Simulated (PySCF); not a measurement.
Dipole response of Al²⁺ (aluminium, charge +2)

[Ne] 3s1, 2S determinant. Computed with PySCF 2.14 in aug-cc-pVDZ-DK (5s4p2d, 27 functions), with scalar relativity by spin-free X2C-1e. Coupled (time-dependent) response in atomic units; α is the mean over directions. A double-zeta set is small for polarisabilities.

| method | mean α (bohr³) | C₆ (like pair) | S(−4) |
| --- | --- | --- | --- |
| UHF | 15.39 | 43.28 | 262.0 |
| PBE0 | 14.32 | 38.68 | 229.4 |
| M06 | 16.38 | 45.80 | 318.8 |
| M06-L | 13.56 | 35.95 | 201.8 |

S(−4) is the Cauchy moment in α(ω) = α(0) + S(−4) ω² + …

α(iu) at M06-L:

```csv
u (hartree),α(iu) (bohr³)
0,13.56
0.0500,13.08
0.100,11.81
0.200,8.510
0.300,5.818
0.500,2.909
0.750,1.490
1.00,0.8977
1.50,0.4340
2.00,0.2603
3.00,0.1279
5.00,0.05190
```

A single London oscillator, α(iu) = α/(1 + u²/ω²), gives C₆ = (3/4) ω α². Matching the computed C₆ needs ω = 4 × 35.95 / (3 × 13.56²) = 0.261 hartree.

For an ion, C₆ is the dispersion term alone; charge-induced terms of lower order in 1/R come first.
